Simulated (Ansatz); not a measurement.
A series at W: from `[O]=[W]([OH])([OH])([OH])[Cl]`, ligands are replaced one by one, each step taking up H–F and setting free H₂O; n counts the steps. Ansatz, PBE0-D4/def2-TZVP geometries. Each molecule was computed in one conformer, which needn't be the lowest.

| n | molecule | zero-point energy, PBE0-D4/def2-TZVP (kJ/mol) |
| --- | --- | --- |
| 0 | `[O]=[W]([OH])([OH])([OH])[Cl]` | ? |
| 1 | `[O]=[W]([OH])([OH])([F])[Cl]` | 88.4 |
| 2 | `[O]=[W]([OH])([F])([F])[Cl]` | 58.1 |
| 3 | `[O]=[W]([F])([F])([F])[Cl]` | 31.2 |

By hand: fit a straight line y = ȳ + b (n − n̄) to the 3 given rows and predict n = 0.

n̄ = 2.000, ȳ = 59.23; Σ(n − n̄)(y − ȳ) = -57.20, Σ(n − n̄)² = 2.000, so b = -28.60 kJ/mol a step. Prediction: 59.23 + (-28.60) × (-2.000) = 116.4 kJ/mol.

By hand: compare with the computed value, 121.9 kJ/mol, and give the steps along the whole series.

The line misses by 5.5 kJ/mol (computed minus predicted). Steps: -33.5, -30.3, -26.9 kJ/mol.

The steps shrink at each stage, from -33.5 to -26.9 kJ/mol, so the series is curved and an end member is harder to predict than an inner one. The miss is 6.1 % of the series' range.
